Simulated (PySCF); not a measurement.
# Ions at one geometry of [PbF2]2+

PySCF 2.14.0, RKS PBE0, Pb def2-SVP with ECP60, F def2-SVP; non-relativistic Hamiltonian with scalar-relativistic core potentials where named; density fitting; no spin-orbit coupling; singlets restricted, open shells unrestricted. The geometry is relaxed for charge +2, singlet, vacuum:

```xyz
3

Pb    0.0000    0.0000    0.3882
F     1.9376    0.0000    0.3889
F    -1.9376    0.0000    0.3889
```

Energies count from the relaxed state; an electron taken off or put on is at rest in vacuum. Charges and spins are Mulliken's.

```json
{"state": "charge +2, singlet, vacuum", "energy (eV)": "0.00", "spin squared": "0.00", "charge on Pb1 (e)": "2.09", "spin on Pb1 (e)": "0.00", "dipole about the centre of mass (D)": "0.00"}
{"state": "charge +1, doublet, vacuum", "energy (eV)": "-18.20", "spin squared": "0.76", "charge on Pb1 (e)": "1.51", "spin on Pb1 (e)": "0.27", "dipole about the centre of mass (D)": "0.00"}
```

Q: What does the state charge +3, doublet, vacuum give?

A: energy (eV) 29.09, spin squared 0.76, charge on Pb1 (e) 2.48, spin on Pb1 (e) -0.09, dipole about the centre of mass (D) 0.00.

With an electron taken off (doublet) the charges change, summed by element, by Pb +0.38 e, F +0.62 e. The vertical ionisation energy is 29.09 eV, against −ε(HOMO) = 26.29 eV of the relaxed state. The level lies 2.8 eV too high, as is usual for semilocal functionals and global hybrids, which keep a self-interaction error.

With an electron put on (doublet) the charges change, summed by element, by Pb -0.58 e, F -0.42 e. The vertical electron affinity is 18.20 eV, against −ε(LUMO) = 20.96 eV of the relaxed state.

Open shells may have lower solutions than those found.
